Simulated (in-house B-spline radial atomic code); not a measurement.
The numbers below are computed, except where a source is named.
# P in an electron gas of r_s = 4: phase shifts, screening and friction

A nucleus sits in a uniform electron gas with a rigid positive background. The Kohn-Sham equations are solved self-consistently in the spin-unpolarised LDA (PW92), non-relativistic, on B-splines with outgoing waves at the boundary and partial waves to l = 8. The model has no lattice, no bands and no magnetic solution. Atomic units; δ_l are the phase shifts at the Fermi level, counted so that each bound state adds π, and good to about 0.0005.

The density parameter is r_s = 4 bohr.

```tsv
l	δ_l (rad)
0	8.0567
1	5.1835
2	-0.0136
3	0.0033
4	0.0006
5	0.0002
6	0.0002
7	0.0002
8	0.0002
```

Bound levels below the band bottom (hartree): s -75.7, s -5.978, p -4.224, s -0.2105.

Problem. Check the Friedel sum rule, and say where the screening charge sits.

Solution. k_F = (9π/4)^(1/3)/r_s = 0.47979. The rule is Z = (2/π) Σ (2l + 1) δ_l. The terms are s 5.129, p 9.900, d -0.043, f 0.015 and 0.011 beyond, in all 15.011 against Z = 15. Bound states hold 6 s, 6 p, 0 d electrons, so the scattering states carry 3.01 in all; where a term is smaller than its bound count, the bound level has drawn weight out of the band.

Problem. Find the transport cross section and the electronic stopping of a 5 keV P ion (mass 30.97 u).

Solution. σ_tr = (4π/k_F²) Σ (l + 1) sin²(δ_l − δ_(l+1)). The terms for l = 0 to 3 are 0.0703, 1.5658, 0.0009, 0.0000, all together 1.6370, so σ_tr = 54.589 × 1.6370 = 89.362 bohr². With n = 3/(4π r_s³) = 0.00373, the friction coefficient is Q = n k_F σ_tr = 0.1599. For v well below v_F = 0.480, dE/dx = Q v; with 24801 eV per u at v = 1, v = √(5000/(24801 × 30.97)) = 0.0807, so dE/dx = 0.01290 hartree/bohr = 6.64 eV/nm. The largest term couples the p and d waves.
